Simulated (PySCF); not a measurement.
**How methods differ on the ionisation energy of Pt⁴⁰⁺**

Pt⁴⁰⁺ [Kr] 4d2 (3F) → Pt⁴¹⁺ [Kr] 4d1 (2D), as a difference of total energies. All numbers are calculated (PySCF 2.14, scalar relativity by spin-free X2C-1e, in an uncontracted even-tempered set (18 s from 4.3 bohr⁻², ratio 2.5; 14 p from 5.6 bohr⁻², ratio 2.5; 9 d from 5.6 bohr⁻², ratio 2.5; 4 f from 23 bohr⁻², ratio 2.7; 3 g from 34 bohr⁻², ratio 2.7)). Correlated levels: outer shells: [Ar] 3d10 frozen; virtual orbitals above 40 to 60 times the deepest correlated orbital energy dropped. The calculations carry no spin-orbit coupling.

```csv
method,ionisation energy (eV)
UHF,1870.2
LDA,1871.5
PBE,1871.8
PBE0,1871.8
r2SCAN,1871.8
MP2 (outer shells),1870.0
SCS-MP2 (outer shells),1870.0
```

Spin-orbit coupling is strong in these open shells (close to jj coupling). The scalar numbers leave it out and a first-order estimate fails, so it can dominate the gap to the real levels.

Breit and QED terms and the two-electron picture change are absent.

For comparison: 1883 ± 4 eV (theoretical estimate listed by NIST; NIST Atomic Spectra Database, ionization energies).
